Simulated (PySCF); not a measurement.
Electron correlation in P⁺ (phosphorus, charge +1)

[Ne] 3s2 3p1 3d1, one real determinant (an excited configuration). All numbers are calculated (PySCF 2.14, scalar relativity by spin-free X2C-1e, in aug-cc-pCVQZ-DK). Frozen: [Ne]; 4 electrons correlated.

MP2 pair energies summed by pair of shells (mhartree):

```tsv
pair	energy	share (%)
3s-3s	-25.91	33.2
3s-3d	-24.22	31.1
3s-3p	-22.47	28.8
3p-3d	-5.41	6.9
```

Total MP2 correlation energy: -78.01 mhartree.

Same-spin part -12.70 and opposite-spin part -65.32 mhartree; SCS-MP2 scales them by 1/3 and 6/5 to -82.61 mhartree.

The reference is one real determinant that mixes LS terms of this configuration.
